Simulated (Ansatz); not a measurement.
Ansatz results at the PBE0-D4/def2-TZVP geometry: size of the dipole moment (PBE/def2-TZVPP) 4.36 D; LUMO energy (PBE0/def2-TZVPP) -1.62 eV; HOMO–LUMO gap (PBE/def2-TZVPP) 3.35 eV.

Each molecule was computed in one conformer, which needn't be the lowest.

**Question.** Which molecule gave them?
A. `CC1=CC(C)=[O+][B-](O)(F)O1`
B. `FC(F)(F)C1=CC(C(F)(F)F)=[O+][B-](Cl)(Cl)O1`
C. `C[B-]1(Cl)OC(C(F)(F)F)=CC(C(F)(F)F)=[O+]1`
D. `CC1=CC(C)=[O+][Zn-]([OH])[O]1`

**Answer.** D. The others give `C[B-]1(Cl)OC(C(F)(F)F)=CC(C(F)(F)F)=[O+]1`: 2.87, -3.79, 2.47; `CC1=CC(C)=[O+][B-](O)(F)O1`: 6.34, -2.11, 3.57; `FC(F)(F)C1=CC(C(F)(F)F)=[O+][B-](Cl)(Cl)O1`: 4.12, -4.11, 2.32.
